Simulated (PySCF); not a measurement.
H12FeO6 (SMILES [OH2]->[Fe+2](<-[OH2])(<-[OH2])(<-[OH2])(<-[OH2])<-[OH2]), charge +2, quintet, at a GFN2-xTB geometry (such geometries of metal compounds can be far from the true shape); DF-HF/def2-SV(P) (PySCF).

Here is a job for PySCF.
```python
from pyscf import gto, scf

mol = gto.Mole()
mol.atom = '''
    Fe    0.000000   -0.000000    0.000000
    O    -0.798692    1.921218   -1.090255
    H    -1.604320    1.999455   -1.612140
    H    -0.387585    2.791986   -1.106912
    O     1.858948    1.210841    0.771896
    H     1.927534    1.706370    1.594859
    H     2.708607    1.313419    0.330218
    O     1.193336   -0.600358   -1.932140
    H     1.749449   -1.377380   -2.052538
    H     1.226682   -0.119887   -2.766142
    O    -1.193336    0.600358    1.932140
    H    -1.749449    1.377380    2.052538
    H    -1.226682    0.119887    2.766142
    O    -1.858948   -1.210841   -0.771896
    H    -1.927534   -1.706370   -1.594859
    H    -2.708607   -1.313419   -0.330218
    O     0.798692   -1.921218    1.090255
    H     0.387585   -2.791986    1.106912
    H     1.604320   -1.999455    1.612140
'''
mol.basis = 'def2-sv(p)'
mol.charge = 2
mol.spin = 4
mol.verbose = 4
mol.build()

mf = scf.UHF(mol)
mf.conv_tol_grad = 1e-7
mf = mf.density_fit(auxbasis='def2-universal-jkfit')
mf.kernel()
```

Problem. Predict the main parts of the log of this PySCF run.

Solution. 
```
PySCF version 2.14.0

[INPUT] verbose = 4
[INPUT] num. atoms = 19
[INPUT] num. electrons = 84
[INPUT] charge = 2
[INPUT] spin (= nelec alpha-beta = 2S) = 4
[INPUT] symmetry False subgroup None
[INPUT] Mole.unit = angstrom
[INPUT] Symbol           X                Y                Z      unit          X                Y                Z       unit  Magmom
[INPUT]  1 Fe     0.000000000000   0.000000000000   0.000000000000 AA    0.000000000000   0.000000000000   0.000000000000 Bohr   0.0
[INPUT]  2 O     -0.798692000000   1.921218000000  -1.090255000000 AA   -1.509309137881   3.630575845585  -2.060283355938 Bohr   0.0
[INPUT]  3 H     -1.604320000000   1.999455000000  -1.612140000000 AA   -3.031725416162   3.778422348392  -3.046503074456 Bohr   0.0
[INPUT]  4 H     -0.387585000000   2.791986000000  -1.106912000000 AA   -0.732429499990   5.276088883620  -2.091760523995 Bohr   0.0
[INPUT]  5 O      1.858948000000   1.210841000000   0.771896000000 AA    3.512902599808   2.288157870394   1.458672036647 Bohr   0.0
[INPUT]  6 H      1.927534000000   1.706370000000   1.594859000000 AA    3.642511355787   3.224571967174   3.013846717298 Bohr   0.0
[INPUT]  7 H      2.708607000000   1.313419000000   0.330218000000 AA    5.118525409080   2.482002196800   0.624021581402 Bohr   0.0
[INPUT]  8 O      1.193336000000  -0.600358000000  -1.932140000000 AA    2.255078214584  -1.134512196692  -3.651215434317 Bohr   0.0
[INPUT]  9 H      1.749449000000  -1.377380000000  -2.052538000000 AA    3.305979478894  -2.602870969453  -3.878734680263 Bohr   0.0
[INPUT] 10 H      1.226682000000  -0.119887000000  -2.766142000000 AA    2.318093021934  -0.226553595896  -5.227250801657 Bohr   0.0
[INPUT] 11 O     -1.193336000000   0.600358000000   1.932140000000 AA   -2.255078214584   1.134512196692   3.651215434317 Bohr   0.0
[INPUT] 12 H     -1.749449000000   1.377380000000   2.052538000000 AA   -3.305979478894   2.602870969453   3.878734680263 Bohr   0.0
[INPUT] 13 H     -1.226682000000   0.119887000000   2.766142000000 AA   -2.318093021934   0.226553595896   5.227250801657 Bohr   0.0
[INPUT] 14 O     -1.858948000000  -1.210841000000  -0.771896000000 AA   -3.512902599808  -2.288157870394  -1.458672036647 Bohr   0.0
[INPUT] 15 H     -1.927534000000  -1.706370000000  -1.594859000000 AA   -3.642511355787  -3.224571967174  -3.013846717298 Bohr   0.0
[INPUT] 16 H     -2.708607000000  -1.313419000000  -0.330218000000 AA   -5.118525409080  -2.482002196800  -0.624021581402 Bohr   0.0
[INPUT] 17 O      0.798692000000  -1.921218000000   1.090255000000 AA    1.509309137881  -3.630575845585   2.060283355938 Bohr   0.0
[INPUT] 18 H      0.387585000000  -2.791986000000   1.106912000000 AA    0.732429499990  -5.276088883620   2.091760523995 Bohr   0.0
[INPUT] 19 H      1.604320000000  -1.999455000000   1.612140000000 AA    3.031725416162  -3.778422348392   3.046503074456 Bohr   0.0

nuclear repulsion = 604.763192440926
number of shells = 70
number of NR pGTOs = 258
number of NR cGTOs = 132
basis = def2-sv(p)
ecp = {}

******** <class 'pyscf.df.df_jk.DFUHF'> ********
method = DFUHF
initial guess = minao
damping factor = 0
level_shift factor = 0
DIIS = <class 'pyscf.scf.diis.CDIIS'>
diis_start_cycle = 1
diis_space = 8
diis_damp = 0
SCF conv_tol = 1e-09
SCF conv_tol_grad = 1e-07
SCF max_cycles = 50
direct_scf = False
number electrons alpha = 44  beta = 40
******** <class 'pyscf.df.df.DF'> ********
auxbasis = def2-universal-jkfit
init E= -1715.58058760145

cycle= 1 E= -1703.30699411146  delta_E= 12.3  |g|= 2.94  |ddm|= 6.44

cycle= 2 E= -1672.2158891171  delta_E= 31.1  |g|= 8.52  |ddm|= 12.1
cycle= 3 E= -1702.93632778371  delta_E= -30.7  |g|= 4.63  |ddm|=  7.6
cycle= 4 E= -1707.61130618168  delta_E= -4.67  |g|= 4.05  |ddm|= 2.05
cycle= 5 E= -1709.11095163771  delta_E= -1.5  |g|= 3.76  |ddm|= 0.845
cycle= 6 E= -1710.188667847  delta_E= -1.08  |g|= 3.51  |ddm|= 0.457
cycle= 7 E= -1711.72232305702  delta_E= -1.53  |g|= 3.08  |ddm|= 0.578
cycle= 8 E= -1712.31173597053  delta_E= -0.589  |g|= 2.91  |ddm|= 0.276
cycle= 9 E= -1712.29888988265  delta_E= 0.0128  |g|= 2.91  |ddm|= 0.0199

cycle= 10 E= -1701.43621697843  delta_E= 10.9  |g|= 3.14  |ddm|= 7.47
cycle= 11 E= -1712.97113182086  delta_E= -11.5  |g|= 2.59  |ddm|= 7.42
cycle= 12 E= -1714.21479484346  delta_E= -1.24  |g|= 1.98  |ddm|= 0.513

cycle= 13 E= -1716.84398348382  delta_E= -2.63  |g|= 1.12  |ddm|= 1.92
cycle= 14 E= -1717.10073201098  delta_E= -0.257  |g|= 0.997  |ddm|= 0.415
cycle= 15 E= -1717.27516134127  delta_E= -0.174  |g|= 0.838  |ddm|= 0.325
cycle= 16 E= -1717.54479338984  delta_E= -0.27  |g|= 0.355  |ddm|= 0.576
cycle= 17 E= -1717.59424875684  delta_E= -0.0495  |g|= 0.114  |ddm|= 0.274
cycle= 18 E= -1717.60067480164  delta_E= -0.00643  |g|= 0.0157  |ddm|= 0.104
cycle= 19 E= -1717.60082847802  delta_E= -0.000154  |g|= 0.0127  |ddm|= 0.0259
cycle= 20 E= -1717.60091406556  delta_E= -8.56e-05  |g|= 0.00243  |ddm|= 0.0165
cycle= 21 E= -1717.60092258703  delta_E= -8.52e-06  |g|= 0.00109  |ddm|= 0.00609
cycle= 22 E= -1717.60092402091  delta_E= -1.43e-06  |g|= 0.0005  |ddm|= 0.00189
cycle= 23 E= -1717.60092432755  delta_E= -3.07e-07  |g|= 0.000234  |ddm|= 0.000759
cycle= 24 E= -1717.60092441728  delta_E= -8.97e-08  |g|= 4.58e-05  |ddm|= 0.000632
cycle= 25 E= -1717.60092442052  delta_E= -3.24e-09  |g|= 1.61e-05  |ddm|= 0.000127
cycle= 26 E= -1717.60092442097  delta_E= -4.5e-10  |g|= 9.44e-06  |ddm|= 3.38e-05
cycle= 27 E= -1717.6009244212  delta_E= -2.29e-10  |g|= 8.45e-06  |ddm|= 1.64e-05
cycle= 28 E= -1717.60092442135  delta_E= -1.49e-10  |g|= 8.38e-06  |ddm|= 1.18e-05
cycle= 29 E= -1717.60092442146  delta_E= -1.11e-10  |g|= 8.4e-06  |ddm|= 7.87e-06
cycle= 30 E= -1717.60092442111  delta_E= 3.51e-10  |g|= 8.29e-06  |ddm|= 2.5e-05
cycle= 31 E= -1717.60092441893  delta_E= 2.19e-09  |g|= 7.57e-06  |ddm|= 0.000169
cycle= 32 E= -1717.60092441668  delta_E= 2.24e-09  |g|= 6.97e-06  |ddm|= 0.000203
cycle= 33 E= -1717.60092441606  delta_E= 6.28e-10  |g|= 6.84e-06  |ddm|= 7.01e-05
cycle= 34 E= -1717.60092441604  delta_E= 2.14e-11  |g|= 6.8e-06  |ddm|= 1.29e-05
cycle= 35 E= -1717.60092441617  delta_E= -1.36e-10  |g|= 6.8e-06  |ddm|= 1.39e-05
cycle= 36 E= -1717.60092441634  delta_E= -1.72e-10  |g|= 6.79e-06  |ddm|= 1.38e-05
cycle= 37 E= -1717.60092441639  delta_E= -5.09e-11  |g|= 6.79e-06  |ddm|= 5.74e-06
cycle= 38 E= -1717.60092441647  delta_E= -7.37e-11  |g|= 6.79e-06  |ddm|= 6.46e-06
cycle= 39 E= -1717.60092441647  delta_E= -1.82e-12  |g|= 6.79e-06  |ddm|= 8.71e-07
cycle= 40 E= -1717.60092441648  delta_E= -8.64e-12  |g|= 6.79e-06  |ddm|= 2.81e-07
cycle= 41 E= -1717.60092441645  delta_E= 3.05e-11  |g|= 6.79e-06  |ddm|= 3.77e-06
cycle= 42 E= -1717.6009244165  delta_E= -4.96e-11  |g|= 6.79e-06  |ddm|= 4.9e-06
cycle= 43 E= -1717.6009244165  delta_E= 1.36e-12  |g|= 6.79e-06  |ddm|= 3.81e-07
cycle= 44 E= -1717.60092441641  delta_E= 8.46e-11  |g|= 6.79e-06  |ddm|= 6.4e-06
cycle= 45 E= -1717.60092441657  delta_E= -1.56e-10  |g|= 6.8e-06  |ddm|= 1.34e-05
cycle= 46 E= -1717.60092441659  delta_E= -1.73e-11  |g|= 6.8e-06  |ddm|= 1.92e-06
cycle= 47 E= -1717.60092441661  delta_E= -2.05e-11  |g|= 6.8e-06  |ddm|= 1.36e-06
cycle= 48 E= -1717.60092441662  delta_E= -1.05e-11  |g|= 6.8e-06  |ddm|= 1.42e-06
cycle= 49 E= -1717.60092441664  delta_E= -2.59e-11  |g|= 6.8e-06  |ddm|= 1.6e-06
cycle= 50 E= -1717.60092441667  delta_E= -3.05e-11  |g|= 6.8e-06  |ddm|= 2.21e-06
SCF not converged.
SCF energy = -1717.60092441667 after 50 cycles  <S^2> = 6.0027449  2S+1 = 5.0010978
```

The run did not converge; its last values are not results.
